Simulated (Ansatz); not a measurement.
Start from `CC#CS[SiH3]` and change one atom or group to get `CC#CS`.

Ansatz, PBE0-D4/def2-TZVP geometries, multiplicity 1. Each molecule was computed in one conformer, which needn't be the lowest.

```tsv
property	`CC#CS[SiH3]`
LUMO energy (PBE0/def2-TZVPP) / eV	-0.08
size of the dipole moment (B3LYP/def2-TZVPP) / D	1.46
HOMO energy (ωB97M-V/def2-TZVPP) / eV	-8.64
size of the dipole moment (ωB97M-V/def2-TZVPP) / D	1.49
HOMO–LUMO gap (PBE/def2-TZVPP) / eV	4.48
HOMO energy (PBE/def2-TZVPP) / eV	-5.45
```

Question: What does the change do to each property? (Estimate.)

Answer: Computed: 
```tsv
property	`CC#CS`	shift
LUMO energy (PBE0/def2-TZVPP) / eV	0.03	0.11
size of the dipole moment (B3LYP/def2-TZVPP) / D	1.28	-0.18
HOMO energy (ωB97M-V/def2-TZVPP) / eV	-8.59	0.05
size of the dipole moment (ωB97M-V/def2-TZVPP) / D	1.30	-0.19
HOMO–LUMO gap (PBE/def2-TZVPP) / eV	4.42	-0.06
HOMO energy (PBE/def2-TZVPP) / eV	-5.35	0.10
```

Dipoles are sizes alone; their direction can turn.

B3LYP here is the variant with VWN-RPA as its local correlation; programs differ in this.
